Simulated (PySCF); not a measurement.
# Electron correlation in Tc (technetium, neutral)

[Kr] 4d5 5s2, high-spin 6S determinant. All numbers are calculated (PySCF 2.14, scalar relativity through the core potential, in def2-SVP with the def2 core potential (28 electrons)). Frozen: 4s2 4p6; 7 electrons correlated.

MP2 pair energies summed by pair of shells (mhartree):

```tsv
pair	energy	share (%)
4d-4d	-38.09	45.0
4d-5s	-29.31	34.6
5s-5s	-17.27	20.4
```

Total MP2 correlation energy: -84.66 mhartree.

Same-spin part -51.09 and opposite-spin part -33.57 mhartree; SCS-MP2 scales them by 1/3 and 6/5 to -57.32 mhartree.
